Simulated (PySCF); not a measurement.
C3H11BN2O (SMILES CNB(NC)OC), singlet, geometry from GFN2-xTB, atoms displaced at random by about 0.03 Å a coordinate; PBE0/STO-3G, gradient in PySCF.

PySCF was given this input:
```python
from pyscf import gto, scf, dft

mol = gto.Mole()
mol.atom = '''
    B    -0.183847   -0.178908    0.022987
    N     0.969710    0.632511    0.170822
    C     1.120859    2.039185   -0.177081
    H     1.798286    0.256978    0.568507
    H     1.721479    2.140421   -1.081463
    H     1.586177    2.603948    0.648127
    H     0.153581    2.480637   -0.349910
    N    -0.056546   -1.511733    0.691399
    C     0.892026   -2.028618    1.624909
    H    -0.835616   -2.159080    0.481085
    H     1.616759   -2.696762    1.093396
    H     0.405710   -2.614676    2.411042
    H     1.413327   -1.243809    2.026184
    O    -1.266782   -0.041791   -0.655914
    C    -1.624776    0.940656   -1.572372
    H    -2.340253    0.641682   -2.254095
    H    -1.921332    1.824549   -1.069917
    H    -0.697742    1.222699   -2.214761
'''
mol.basis = 'sto-3g'
mol.charge = 0
mol.spin = 0
mol.verbose = 4
mol.build()

mf = dft.RKS(mol)
mf.xc = 'pbe0'
mf.conv_tol = 1e-4
mf.kernel()
g = mf.nuc_grad_method()
grad = g.kernel()
```

It wrote (shortened):

```
PySCF version 2.14.0

[INPUT] verbose = 4
[INPUT] num. atoms = 18
[INPUT] num. electrons = 56
[INPUT] charge = 0
[INPUT] spin (= nelec alpha-beta = 2S) = 0
[INPUT] symmetry False subgroup None
[INPUT] Mole.unit = angstrom
[INPUT] Symbol           X                Y                Z      unit          X                Y                Z       unit  Magmom
[...]
nuclear repulsion = 313.31387587389
number of shells = 32
number of NR pGTOs = 138
number of NR cGTOs = 46
basis = sto-3g
ecp = {}

******** <class 'pyscf.dft.rks.RKS'> ********
method = RKS
initial guess = minao
damping factor = 0
level_shift factor = 0
DIIS = <class 'pyscf.scf.diis.CDIIS'>
diis_start_cycle = 1
diis_space = 8
diis_damp = 0
SCF conv_tol = 0.0001
SCF conv_tol_grad = None
SCF max_cycles = 50
direct_scf = True
direct_scf_tol = 1e-13
XC library pyscf.dft.libxc version 7.1.2
    S. Lehtola, C. Steigemann, M. J. T. Oliveira, and M. A. L. Marques,  SoftwareX 7, 1–5 (2018)
XC functionals = pbe0
    C. Adamo and V. Barone,  J. Chem. Phys. 110, 6158 (1999)
    M. Ernzerhof and G. E. Scuseria,  J. Chem. Phys. 110, 5029 (1999)
radial grids:
    Treutler-Ahlrichs [JCP 102, 346 (1995); DOI:10.1063/1.469408] (M4) radial grids

becke partition: Becke, JCP 88, 2547 (1988); DOI:10.1063/1.454033
pruning grids: <function nwchem_prune>
grids dens level: 3
symmetrized grids: False
atomic radii adjust function: <function treutler_atomic_radii_adjust>
small_rho_cutoff = 0
Set gradient conv threshold to 0.01
Initial guess from minao.
tot grids = 206176
init E= -327.008633184597
[...]
cycle= 1 E= -325.924328596003  delta_E= 1.08  |g|= 0.569  |ddm|= 5.22
[...]
cycle= 2 E= -325.952856819903  delta_E= -0.0285  |g|= 0.511  |ddm|= 1.39
[...]
cycle= 3 E= -326.026477558705  delta_E= -0.0736  |g|= 0.0457  |ddm|= 0.65
[...]
cycle= 4 E= -326.027030835976  delta_E= -0.000553  |g|= 0.0175  |ddm|= 0.0814
[...]
cycle= 5 E= -326.027115274653  delta_E= -8.44e-05  |g|= 0.00369  |ddm|= 0.0268
[...]
Extra cycle  E= -326.027116352698  delta_E= -1.08e-06  |g|= 0.00344  |ddm|= 0.0102
converged SCF energy = -326.027116352698

******** <class 'pyscf.grad.rks.Gradients'> for <class 'pyscf.dft.rks.RKS'> ********
unit = Eh/Bohr
grid_response = False
--------------- RKS gradients ---------------
         x                y                z
0 B    -0.0922649949     0.0624982484    -0.0691171116
1 N     0.0384444637    -0.0249742908     0.0166488586
2 C    -0.0078509875     0.0025289358    -0.0089647104
3 H    -0.0347050277     0.0202105253    -0.0185382929
4 H    -0.0087316254    -0.0093323727     0.0090936315
5 H    -0.0038275298    -0.0011901435     0.0017625671
6 H     0.0150514617    -0.0078312958     0.0047306201
7 N     0.0477215924    -0.0422104144     0.0404604877
8 C     0.0092718257     0.0615574971     0.0355219487
9 H    -0.0014406313     0.0030509509    -0.0012031547
10 H     0.0002731278    -0.0012904349    -0.0117165709
11 H     0.0003269835     0.0021654944    -0.0077565222
12 H    -0.0401959259    -0.0530953524    -0.0355839784
13 O     0.0827094933     0.0234344960     0.0245100718
14 C    -0.1076648830    -0.0286540897     0.0146996238
15 H     0.0542331980     0.0269518735     0.0372921407
16 H     0.0187459277    -0.0373510120    -0.0153241117
17 H     0.0298951448     0.0035750760    -0.0164889026
----------------------------------------------
```
